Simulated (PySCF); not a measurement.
C2H8N2Si.
SMILES with atom numbers: `[CH3:1]/[CH:2]=[N:3]/[SiH2:4][NH2:5]` (hydrogens: H6, H7, H8 on C1; H9 on C2; H10, H11 on Si4; H12, H13 on N5)

Method: PySCF 2.14.0, PBE0-D3(BJ)/def2-SVP geometry optimisation, gas phase; density fitting, grid level 1; the optimiser is geomeTRIC in internal coordinates, started from a GFN2-xTB structure with every atom displaced at random (about 0.01 Å).

Step 0: E = -13046.9446 eV
```
atom  x, y, z in Å  |  force x, y, z in eV/Å
C1      2.4601    0.1365   -0.0681   -1.683   1.637  -0.120
C2      1.1135   -0.4743    0.2080    0.203   0.385  -0.278
N3      0.0454   -0.0806   -0.3428    2.290   0.192   0.128
Si4    -1.5688   -0.5148   -0.2586   -2.109   0.424   0.475
N5     -2.5646    0.8483    0.1569    0.027   0.364   0.394
H6      3.1175   -0.5789   -0.4817    1.150  -1.202  -0.545
H7      2.8840    0.5344    0.8540    0.273  -0.005   0.375
H8      2.3409    0.9834   -0.7849    0.049  -0.457   0.311
H9      1.1539   -1.2974    0.9486   -0.177  -0.231   0.118
H10    -1.9287   -0.8794   -1.6213   -0.191  -0.377  -0.615
H11    -1.9749   -1.5428    0.7386    0.203  -0.309   0.130
H12    -2.4963    1.2008    1.1194   -0.086  -0.225  -0.455
H13    -2.5759    1.6473   -0.4773    0.052  -0.198   0.082
```

Step 1: E = -13047.1412 eV
```
atom  x, y, z in Å  |  force x, y, z in eV/Å
C1      2.4923    0.1207   -0.0558    0.113  -0.015  -0.193
C2      1.1240   -0.4353    0.1756    0.026  -0.105   0.114
N3      0.0901    0.0139   -0.3899   -0.036   0.210  -0.143
Si4    -1.5894   -0.4536   -0.2553   -0.104   0.032   0.024
N5     -2.6487    0.8476    0.1727    0.145   0.047  -0.035
H6      3.1671   -0.6526   -0.4755   -0.126   0.098   0.147
H7      2.9356    0.4643    0.8920    0.042  -0.066   0.058
H8      2.4437    0.9670   -0.7545   -0.034  -0.015  -0.012
H9      1.0911   -1.2840    0.9019   -0.030  -0.005  -0.022
H10    -1.9888   -0.9149   -1.6129    0.009  -0.032  -0.026
H11    -1.7940   -1.5301    0.7656    0.028  -0.050   0.059
H12    -2.5858    1.2225    1.1145   -0.028  -0.037   0.003
H13    -2.7311    1.6168   -0.4875   -0.006  -0.062   0.024
```

**Question.** Estimate the geometry and energy of step 2. (The exact step hangs on the optimiser's Hessian estimate; all steps are aligned on step 1, rigid shifts and turns removed.)

**Answer.** E = -13047.1509 eV, largest force 0.342 eV/Å
```
atom  x, y, z in Å  |  force x, y, z in eV/Å
C1      2.4994    0.1153   -0.0535   -0.056   0.101  -0.105
C2      1.1122   -0.4012    0.1556   -0.047  -0.250   0.179
N3      0.0840    0.0542   -0.4175    0.146   0.256  -0.173
Si4    -1.5835   -0.4465   -0.2599   -0.092  -0.045   0.044
N5     -2.6526    0.8375    0.1808    0.070   0.028  -0.011
H6      3.1504   -0.6828   -0.4497   -0.029   0.001   0.033
H7      2.9384    0.4376    0.9052   -0.004  -0.024   0.005
H8      2.4885    0.9593   -0.7564    0.008  -0.002   0.000
H9      1.0520   -1.2509    0.8784    0.010  -0.016   0.018
H10    -1.9896   -0.9298   -1.6096   -0.002  -0.010   0.005
H11    -1.7428   -1.5230    0.7753    0.035  -0.001   0.005
H12    -2.5881    1.2120    1.1224   -0.024  -0.029  -0.001
H13    -2.7621    1.6007   -0.4802   -0.015  -0.009   0.002
```

The energy changes by -0.0096 eV. The first-order estimate −F·Δx gives -0.0147 eV and the mean of the old and new forces, exact on a quadratic surface, -0.0092 eV. The step makes an angle of 77° with the force vector and moves no atom by more than 0.056 Å.

The cost below is that of the whole optimisation. Time: 32 s; peak memory 0.47 GiB. Hardware: one thread of an Arm Neoverse V2, shared host.
